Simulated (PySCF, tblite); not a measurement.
Isomers of C3H8NOSi (doublet state), one GFN2-xTB conformer each. Single-point energies are computed at B3LYP/pcH-1 (PySCF, gas phase, no added dispersion term), electronic only. GFN2-xTB treats the open shell by occupation alone, and not every SCF solution was tested for stability.

Question: Rank them by B3LYP/pcH-1 energy, lowest first (kJ/mol).
A. `[CH2:1]=[CH:2][CH2:3][O:4][SiH:5][NH2:6]` (doublet state) with C1–C2–C3–O4 -1°, C2–C3–O4–Si5 161°, C3–O4–Si5–N6 -51°, O4–Si5–N6–H -43° and 180°
B. `[CH2:1]/[N:2]=[CH:3]/[SiH2:4][O:5][CH3:6]` (doublet state) with H–C1–N2–C3 -18° and 167°, N2–C3–Si4–O5 -6°, C3–Si4–O5–C6 51°
C. `[CH2:1][O:2][SiH2:3]/[CH:4]=[N:5]/[CH3:6]` (doublet state) with H–C1–O2–Si3 0° and 180°, C1–O2–Si3–C4 180°, O2–Si3–C4–N5 180°

Answer: A (0.0), B (91.7), C (122.5).

As drawn, the lowest has an N–H bond, which the highest lacks; the highest has an Si–C bond, which the lowest lacks. GFN2-xTB itself gives, in the same order: 0.0, 11.6, 76.4. Both levels put the same isomer lowest; measured from each level's own lowest isomer, the values differ by up to 80.1 kJ/mol ([CH2]/N=C/[SiH2]OC: 11.6 against 91.7).

Question: What happens when harmonic zero-point energies from GFN2-xTB frequencies are added?

Answer: 
```
            SMILES  ZPE (kJ/mol)  electronic (kJ/mol)  with ZPE (kJ/mol)
       C=CCO[SiH]N         278.6                  0.0                0.0
[CH2]/N=C/[SiH2]OC         266.0                 91.7               79.2
[CH2]O[SiH2]/C=N/C         261.5                122.5              105.4
```

The zero-point energies span 17.1 kJ/mol. The order is unchanged.
